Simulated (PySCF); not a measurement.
NICS in isomers of C5H4F3P.

Probes without a nucleus sit at each ring's centroid and 1 Å off its mean plane on both sides; NICS is minus the shielding there, NICSzz its component along the normal. Level: GIAO PBE0/pcSseg-1 (PySCF, non-relativistic, gas phase) on the GFN2-xTB geometries, one conformer each. Atom numbers follow the mapped SMILES.

**Question.** Order these rings by mean NICS(1)zz, lowest (most negative) first (ppm).
A. ring P3–C4–C5 in `[CH2:1]=[CH:2][P:3]1[CH:4]=[C:5]1[C:6]([F:7])([F:8])[F:9]`
B. ring C5–C6–C7–C8–P9 in `[F:1][C:2]([F:3])([F:4])[c:5]1[cH:6][cH:7][cH:8][pH:9]1`
C. ring P5–C6–C7–C8–C9 in `[F:1][C:2]([F:3])([F:4])[p:5]1[cH:6][cH:7][cH:8][cH:9]1`

**Answer.** A (-15.2), B (-12.7), C (-11.7).

```csv
SMILES,ring,NICS(0),NICS(1),NICS(1)zz,HOMA,rms pucker (Å),ring atoms with four or more neighbours
C=CP1C=C1C(F)(F)F,"3-membered ring with P; formal bonds 1 double, 2 single",-23.6,-6.6,-15.2,-1.32,0.00,0
FC(F)(F)c1ccc[pH]1,5-membered ring with P; bonds drawn aromatic by RDKit's count,-4.7,-6.3,-12.7,0.13,0.04,0
FC(F)(F)p1cccc1,5-membered ring with P; bonds drawn aromatic by RDKit's count,-3.4,-5.5,-11.7,0.00,0.04,0
```

NICS(0) gives the same order. The isotropic NICS(1) gives the same order. HOMA uses Krygowski's 1993 parameters. NICS(1) and NICS(1)zz are means over the two faces.
